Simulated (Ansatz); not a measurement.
Isolated molecules relaxed with PBE0-D4/def2-TZVP in Ansatz; ΔE leaves out vibrations. CBS: MP2 limit from def2 TZ/QZ plus the TZ coupled-cluster correction, frozen cores. This one scheme is used for every species. One conformer a species, not always the lowest.

`C=C(O)[SiH2]O` + `[SiH3]BCl` → `C=C(O)B([SiH3])Cl` + `O[SiH3]`  (formal exchange of groups at a C–Si bond)

```json
{"species": "`C=C(O)[SiH2]O`", "SCS-MP2/def2-QZVPP energy (Eh)": "-519.03554"}
{"species": "`[SiH3]BCl`", "SCS-MP2/def2-QZVPP energy (Eh)": "-775.97908"}
{"species": "`C=C(O)B([SiH3])Cl`", "SCS-MP2/def2-QZVPP energy (Eh)": "-928.38448"}
{"species": "`O[SiH3]`", "SCS-MP2/def2-QZVPP energy (Eh)": "-366.63896"}
```

(1) Work out ΔE.

Largest T1 diagnostic among the species: 0.014.

## Answers

(1) ΔE = (-928.38448) + (-366.63896) − (-519.03554) − (-775.97908) = -0.00882 Eh = -23.2 kJ/mol. CCSD(T)/CBS gives -23.2 kJ/mol.

In def2-TZVPP, CCSD(T) changes the Hartree–Fock value by −8.6 kJ/mol (the triples alone add −2.5 kJ/mol) and MP2 by −10.9 kJ/mol. The D4 term adds −4.2 kJ/mol with B3LYP and −2.4 kJ/mol with PBE0; it sums over pairs of atoms, weighted by their polarisabilities, and B3LYP, whose exchange is more repulsive, gets the larger term.

B3LYP here is the variant with VWN-RPA as its local correlation; programs differ in this.
